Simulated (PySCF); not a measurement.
Isomers of C6H8F2, mass 118.059 u with the commonest isotopes. The calculation used PBE0/def2-SVPD in PySCF (dipole) on a GFN2-xTB geometry, gas phase. One conformer each, none proved a minimum here; rigid rotors.

Question: Order these by rotational constant B, smallest first.
A. `[CH:1]#[C:2][C@@H:3]([F:4])[C@H:5]([CH3:6])[CH2:7][F:8]` with C2–C3–C5–C6 -65°, C3–C5–C7–F8 -67°
B. `[F:1][C@@H:2]1[C@@H:3]2[CH2:4][C@@H:5]2[CH2:6][C@H:7]1[F:8]` with F1–C2–C3–C4 -65°, C2–C3–C4–C5 -97°, C3–C4–C5–C6 98°, C4–C5–C6–C7 -53°
C. `[CH2:1]=[C:2]1[CH2:3][CH:4]([CH:5]([F:6])[F:7])[CH2:8]1` with C3–C4–C5–F6 171°
D. `[F:1][C@@H:2]1[CH2:3][C@@H:4]([F:5])[C@H:6]2[CH2:7][C@@H:8]12` with F1–C2–C3–C4 -95°, C2–C3–C4–F5 -143°, C3–C4–C6–C7 -51°, C4–C6–C7–C8 97°
E. `[CH2:1]=[CH:2][C:3](=[CH2:4])[C@@H:5]([F:6])[CH2:7][F:8]` with C1–C2–C3–C4 -179°, C2–C3–C5–F6 163°, C3–C5–C7–F8 143°
F. `[CH:1]#[C:2][C@@H:3]([F:4])[C@@H:5]([CH3:6])[CH2:7][F:8]` with C2–C3–C5–C6 -59°, C3–C5–C7–F8 61°

Answer: C (1195 MHz), A (1268 MHz), F (1518 MHz), E (1735 MHz), D (1838 MHz), B (2165 MHz).

Question: Order these by out-of-plane moment Σ m c² = (Ia + Ib − Ic)/2, largest first.
A. `[CH2:1]=[C:2]1[CH2:3][CH:4]([CH:5]([F:6])[F:7])[CH2:8]1` with C3–C4–C5–F6 171°
B. `[F:1][C@@H:2]1[C@@H:3]2[CH2:4][CH2:5][C@H:6]([F:7])[C@H:8]12` with F1–C2–C3–C4 -15°, C2–C3–C4–C5 -50°, C3–C4–C5–C6 -25°, C4–C5–C6–F7 148°
C. `[CH:1]#[C:2][C@@H:3]([F:4])[C@H:5]([CH3:6])[CH2:7][F:8]` with C2–C3–C5–C6 -65°, C3–C5–C7–F8 -67°
D. `[CH:1]#[C:2][C@@H:3]([F:4])[C@@H:5]([CH3:6])[CH2:7][F:8]` with C2–C3–C5–C6 -59°, C3–C5–C7–F8 61°
E. `[F:1][C@@H:2]1[C@@H:3]2[CH2:4][C@@H:5]2[CH2:6][C@H:7]1[F:8]` with F1–C2–C3–C4 -65°, C2–C3–C4–C5 -97°, C3–C4–C5–C6 98°, C4–C5–C6–C7 -53°
F. `[F:1][C@@H:2]1[CH2:3][C@@H:4]([F:5])[C@H:6]2[CH2:7][C@@H:8]12` with F1–C2–C3–C4 -95°, C2–C3–C4–F5 -143°, C3–C4–C6–C7 -51°, C4–C6–C7–C8 97°

Answer: D (84.64 u·Å²), C (69.04 u·Å²), B (64.33 u·Å²), F (33.24 u·Å²), E (27.22 u·Å²), A (20.33 u·Å²).

Question: Order these by radius of gyration √(Σ m r²/M), smallest first.
A. `[CH:1]#[C:2][C@@H:3]([F:4])[C@@H:5]([CH3:6])[CH2:7][F:8]` with C2–C3–C5–C6 -59°, C3–C5–C7–F8 61°
B. `[CH2:1]=[C:2]1[CH2:3][CH:4]([CH:5]([F:6])[F:7])[CH2:8]1` with C3–C4–C5–F6 171°
C. `[F:1][C@@H:2]1[CH2:3][C@@H:4]([F:5])[C@H:6]2[CH2:7][C@@H:8]12` with F1–C2–C3–C4 -95°, C2–C3–C4–F5 -143°, C3–C4–C6–C7 -51°, C4–C6–C7–C8 97°
D. `[CH:1]#[C:2][C@@H:3]([F:4])[C@H:5]([CH3:6])[CH2:7][F:8]` with C2–C3–C5–C6 -65°, C3–C5–C7–F8 -67°
E. `[CH2:1]=[CH:2][C:3](=[CH2:4])[C@@H:5]([F:6])[CH2:7][F:8]` with C1–C2–C3–C4 -179°, C2–C3–C5–F6 163°, C3–C5–C7–F8 143°
F. `[F:1][C@@H:2]1[C@@H:3]2[CH2:4][C@@H:5]2[CH2:6][C@H:7]1[F:8]` with F1–C2–C3–C4 -65°, C2–C3–C4–C5 -97°, C3–C4–C5–C6 98°, C4–C5–C6–C7 -53°
G. `[F:1][C@@H:2]1[C@@H:3]2[CH2:4][CH2:5][C@H:6]([F:7])[C@H:8]12` with F1–C2–C3–C4 -15°, C2–C3–C4–C5 -50°, C3–C4–C5–C6 -25°, C4–C5–C6–F7 148°

Answer: G (1.724 Å), F (1.802 Å), C (1.827 Å), A (1.984 Å), E (2.009 Å), D (2.044 Å), B (2.078 Å).

```csv
SMILES,point group,Ia (u·Å²),Ib (u·Å²),Ic (u·Å²),κ,μa (D),μb (D),μc (D)
F[C@@H]1[C@@H]2C[C@@H]2C[C@H]1F,C1,177.09,233.42,356.07,0.04,2.12,1.64,0.37
C#C[C@@H](F)[C@@H](C)CF,C1,216.34,332.85,379.91,-0.63,0.44,0.31,2.06
F[C@@H]1C[C@@H](F)[C@H]2C[C@H]21,C1,152.49,274.92,360.94,-0.54,0.33,1.20,0.45
F[C@@H]1[C@@H]2CC[C@H](F)[C@H]12,C1,180.89,234.43,286.67,-0.24,1.56,2.07,1.84
C=CC(=C)[C@@H](F)CF,C1,212.26,291.24,449.62,-0.03,2.04,0.59,1.05
C=C1CC(C(F)F)C1,Cs,107.13,422.76,489.24,-0.91,2.13,0.01,0.03
C#C[C@@H](F)[C@H](C)CF,C1,163.48,398.58,423.98,-0.92,0.55,1.70,0.99
```
